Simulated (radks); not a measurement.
Isoelectronic series with 16 electrons, all held in the configuration [Ne] 3s2 3p4, which need not be the ground one along the series. Calculated with a radial shooting solver on a logarithmic mesh with Libxc functionals: scalar-relativistic Kohn-Sham, PBE, spin-polarised, spherical densities, point nucleus; open shells are filled with parallel spins first. Total energies (hartree) and orbital eigenvalues (hartree):

ion   E (hartree)   3p down     3p up
S      -399.07715  -0.21965  -0.28258
Cl+    -460.96189  -0.66828  -0.74586
Ar2+   -527.63187  -1.24883  -1.34019
K3+    -599.08322  -1.95319  -2.05781
Ca4+   -675.31841  -2.77742  -2.89497
Sc5+   -756.34348  -3.71926  -3.84952
Ti6+   -842.16683  -4.77733  -4.92013
V7+    -932.79866  -5.95073  -6.10596
Cr8+  -1028.25056  -7.23887  -7.40643
Mn9+  -1128.53537  -8.64136  -8.82120
